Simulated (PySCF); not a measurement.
SnMe4, C4H12Sn.
Bonds: Sn1–C2, Sn1–C6, Sn1–C10, Sn1–C14. Hydrogens: H3, H4, H5 on C2; H7, H8, H9 on C6; H11, H12, H13 on C10; H15, H16, H17 on C14.

Theory: PBE0-D3(BJ)/def2-SVP geometry optimisation, gas phase, def2 core potentials past Kr (PySCF).

**Question.** Give the optimised bond lengths and angles.

**Answer.** 
```csv
bond,length (bohr)
Sn1–C2 and 3 like bonds,4.076
C2–H3 and 11 like bonds,2.078
```

Bonds in one row agree within 0.02 bohr and their mean is given. A selection of angles:
```csv
angle,degrees
C2–Sn1–C6,109.3
Sn1–C2–H3,110.5
H3–C2–H4,108.4
H4–C2–H5,108.6
Sn1–C6–H9,110.5
```

Sn1 (tin bonded to 4 C) is tetrahedral (angles from 109.3° to 109.6°). All 4 C–Sn bonds measure 2.157 Å.

Point group: near Td, missed by 0.23 Å at most; the miss may be what the optimiser left on a soft mode (T holds within 0.08 Å). Not checked by PBE0-D3(BJ)/def2-SVP frequencies.
